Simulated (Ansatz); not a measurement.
Compare A (`C=C([SiH3])OC`) with its isomer B (`CC(C)O[SiH]`).

Calculated with Ansatz (gas phase, PBE0-D4/def2-TZVP geometries, no zero-point term in ΔE). CCSD(T)/CBS is the MP2 limit (def2-TZVPP, def2-QZVPP) plus CCSD(T) − MP2 in def2-TZVPP, frozen cores. Functionals use def2-TZVPP. B3LYP here is the variant with VWN-RPA as its local correlation; programs differ in this. Each species was taken in one conformer, which may not be the lowest.

**Question.** Which isomer does CCSD(T)/CBS put lower? Give the gap. (Best estimate.)

**Answer.** Ansatz gave: B, by 92.4 kJ/mol.

**Question.** Give E(B) − E(A) in kJ/mol with HF/def2-TZVPP, ωB97M-V, CCSD/def2-TZVPP, r2SCAN-D4, PBE0-D4, B3LYP, B2PLYP. (An estimate is asked.)

**Answer.** Computed: HF/def2-TZVPP -81.2, ωB97M-V -96.8, CCSD/def2-TZVPP -96.5, r2SCAN-D4 -75.9, PBE0-D4 -85.5, B3LYP -83.0, B2PLYP -86.4. None reverses the order clearly.

Largest T1 diagnostic: 0.014.

From PBE to PBE0 (25 % exact exchange), in def2-TZVPP and without D4, E(B) − E(A) moves by −3.8 kJ/mol. In def2-TZVPP, CCSD(T) changes the Hartree–Fock value by −11.9 kJ/mol (the triples alone add +3.5 kJ/mol) and MP2 by −10.1 kJ/mol.
